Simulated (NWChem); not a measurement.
All runs are NWChem calculations. System: FGa, charge 0, spin multiplicity 1, at a geometry optimised with PBE/def2-SVP. The structure started from a generated list of species. Level: EOM-CCSD/def2-SVPD, 10 core orbitals frozen.

Part of the output:

```
             Northwest Computational Chemistry Package (NWChem) 7.3.0
             --------------------------------------------------------

                                NWChem Input Module
                                -------------------

 Scaling coordinates for geometry "geometry" by  1.889725989
 (inverse scale =  0.529177249)

 Turning off AUTOSYM since
 SYMMETRY directive was detected!

                             Geometry "geometry" -> ""
                             -------------------------

 Output coordinates in angstroms (scale by  1.889725989 to convert to a.u.)

  No.       Tag          Charge          X              Y              Z
 ---- ---------------- ---------- -------------- -------------- --------------
    1 Ga                  31.0000     0.00000000     0.00000000    -0.40460000
    2 F                    9.0000     0.00000000     0.00000000     1.39362400

 Effective nuclear repulsion energy (a.u.)      82.1034823642

            Nuclear Dipole moment (a.u.)
            ----------------------------
        X                 Y               Z
 ---------------- ---------------- ----------------
     0.0000000000     0.0000000000     0.0000302356

      Symmetry information
      --------------------

 Group name             C2v
 Group number             16
 Group order               4
 No. of unique centers     2

      Symmetry unique atoms

     1    2


 Summary of "ao basis" -> "" (spherical)
 ------------------------------------------------------------------------------
       Tag                 Description            Shells   Functions and Types
 ---------------- ------------------------------  ------  ---------------------
 *                         def2-svpd                  on all atoms

 Summary of "ao basis" -> "ao basis" (spherical)
 ------------------------------------------------------------------------------
       Tag                 Description            Shells   Functions and Types
 ---------------- ------------------------------  ------  ---------------------
 Ga                        def2-svpd                14       38   6s4p4d
 F                         def2-svpd                 9       23   4s3p2d

                                 NWChem SCF Module
                                 -----------------

  ao basis        = "ao basis"
  functions       =    61
  atoms           =     2
  closed shells   =    20
  open shells     =     0
  charge          =   0.00
[...]
   0.0676779567982   0.2190361916394    5.96028     0.3     0.3

 Iteration   4 using    4 trial vectors
   0.0448482970505   0.2155652070138    5.86583     0.3     0.3

 Iteration   5 using    5 trial vectors
   0.0204376598877   0.2137888080122    5.81749     0.3     0.3

 Iteration   6 using    6 trial vectors
   0.0104054924593   0.2133310162252    5.80503     0.3     0.3

 Iteration   7 using    7 trial vectors
   0.0042637297243   0.2133139586367    5.80457     0.3     0.3

 Iteration   8 using    8 trial vectors
   0.0016342284313   0.2132939774754    5.80403     0.3     0.3

 Iteration   9 using    9 trial vectors
   0.0007506401113   0.2132855159129    5.80380     0.3     0.3

 Iteration  10 using   10 trial vectors
   0.0003351746734   0.2132862026111    5.80382     0.3     0.3

 Iteration  11 using   11 trial vectors
   0.0001638787115   0.2132850126769    5.80378     0.4     0.4

 Iteration  12 using   12 trial vectors
   0.0000739602657   0.2132840449806    5.80376     0.3     0.3

 Iteration  13 using   13 trial vectors
   0.0000366385940   0.2132839366260    5.80375     0.4     0.4

 Iteration  14 using   14 trial vectors
   0.0000178394338   0.2132840545692    5.80376     0.4     0.4

 Iteration  15 using   15 trial vectors
   0.0000084769947   0.2132839884531    5.80376     0.3     0.3
 --------------------------------------------------------------
 Iterations converged
 ------------------

 Excited state root  1
 Excitation energy / hartree =        0.213283988453116
                   / eV      =        5.803755091585561
 largest EOMCCSD amplitudes: R1 and R2

 Singles contributions
    21b2  (alpha) ---    17a1  (alpha)       -0.1896986664
    21b2  (alpha) ---    20a1  (alpha)        0.9057178594

 Doubles contributions

 No. of initial left vectors    1

 EOM-CCSD left-hand side iterations
 --------------------------------------------------------------
      Residuum       Omega / hartree  Omega / eV    Cpu    Wall
 --------------------------------------------------------------

 Iteration   1 using    1 trial vectors
   0.4373239344858   0.2826921132751    7.69245     0.7     0.7

 Iteration   2 using    2 trial vectors
   0.1337325652491   0.2303434917998    6.26797     0.7     0.7

 Iteration   3 using    3 trial vectors
   0.0707051838499   0.2194116312257    5.97050     0.7     0.7

 Iteration   4 using    4 trial vectors
   0.0445240809910   0.2153583986972    5.86020     0.7     0.7

 Iteration   5 using    5 trial vectors
   0.0204071533994   0.2139326575676    5.82141     0.7     0.7

 Iteration   6 using    6 trial vectors
   0.0109555103173   0.2133366755974    5.80519     0.7     0.7

 Iteration   7 using    7 trial vectors
   0.0042326850600   0.2132840249808    5.80376     0.7     0.7

 Iteration   8 using    8 trial vectors
   0.0015952150079   0.2132809794403    5.80367     0.9     0.9

 Iteration   9 using    9 trial vectors
   0.0007053114402   0.2132824552168    5.80371     1.1     1.1

 Iteration  10 using   10 trial vectors
   0.0003210111764   0.2132844000346    5.80377     1.0     1.0

 Iteration  11 using   11 trial vectors
   0.0001548378959   0.2132837601224    5.80375     1.0     1.0

 Iteration  12 using   12 trial vectors
   0.0000699355629   0.2132840778640    5.80376     1.1     1.1

 Iteration  13 using   13 trial vectors
   0.0000322915520   0.2132839934376    5.80376     1.0     1.0

 Iteration  14 using   14 trial vectors
   0.0000152247892   0.2132840903451    5.80376     1.1     1.1

 Iteration  15 using   15 trial vectors
   0.0000075302075   0.2132840542515    5.80376     1.1     1.1
 --------------------------------------------------------------
 Iterations converged

 Excited state root  1
 Excitation energy / hartree =        0.213283988453116
                   / eV      =        5.803755091585561

 EOM-CCSD transition moments / hartree
 --------------------------------------------
 X    0.0000000 Y    1.4754662 Z    0.0000000
 Oscillator Strength                0.3095462
 --------------------------------------------

 EOM-CCSD dipole moments / hartree & Debye
 ------------------------------------
   X         0.0000000      0.0000000
   Y         0.0000000      0.0000000
   Z         0.7022047      1.7848399
 Total       0.7022047      1.7848399
 ------------------------------------

 Singles contributions
    21b2  (alpha) ---    17a1  (alpha)       -0.1896986664
    21b2  (alpha) ---    20a1  (alpha)        0.9057178594

 Doubles contributions

 Task  times  cpu:      145.8s     wall:      145.8s

 Total times  cpu:      145.8s     wall:      145.8s
```

Write an NWChem input that would produce this output.

One answer among several that fit: 
```
start mol
memory heap 100 mb stack 700 mb global 1900 mb
geometry units angstroms nocenter noautoz
  Ga     0.000000     0.000000    -0.404600
  F      0.000000     0.000000     1.393624
  symmetry group C2v
end
basis spherical
  * library def2-svpd
end
scf
  rhf
  nopen 0
  maxiter 100
  thresh 1e-7
  semidirect memsize 60000000 filesize 0
end
tce
  freeze core 10
  ccsd
  nroots 1
  2eorb
  2emet 13
  thresh 1e-5
  maxiter 200
  tilesize 24
  dipole
end
task tce energy
```
